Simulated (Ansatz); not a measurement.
System: sum formula SiBr2F, charge 0, multiplicity 2. It need not be the lowest isomer of its formula. 
Structure (B3LYP-D3(BJ)/def2-TZVP (Ansatz, a first-principles code) minimum search):
```
Si
F 1 1.5976
Br 1 2.2313 2 107.71
Br 1 2.2313 2 107.71 3 -120.41
```
Charge 0, spin multiplicity 2.

Quantity: atomisation energy (electronic, to ground-state atoms), in eV. Cores are frozen in the correlated levels unless marked. UHF or UKS for open shells. No spin-orbit coupling. The frozen core is the preceding noble-gas configuration, with the filled d and f shells of earlier blocks. No relativistic terms. The coupled-cluster limit lacks core correlation, which all-electron functionals hold. CBS(X,Y): correlation extrapolated as X^-3; Hartree-Fock from the larger set.

```tsv
level	program	atomisation energy (eV)
BLYP-D3(BJ)/def2-TZVPD	Ansatz + dftd3	12.49
B97M-V/def2-TZVPD	Ansatz	12.64
B3LYP-D3(BJ)/def2-TZVPD	Ansatz + dftd3	12.41
CAM-B3LYP/def2-TZVPD	Ansatz	12.27
B2GP-PLYP-D4/def2-TZVPD	Ansatz + dftd4	12.38
B2PLYP-D4/def2-TZVPD	Ansatz + dftd4	12.39
RI-MP2/CBS(def2-TZVPP,def2-QZVPP)	Ansatz	13.28
```

**Question.** What does CCSD(T)/CBS(def2-TZVPP,def2-QZVPP) (Ansatz) give?

**Answer.** 12.61 eV
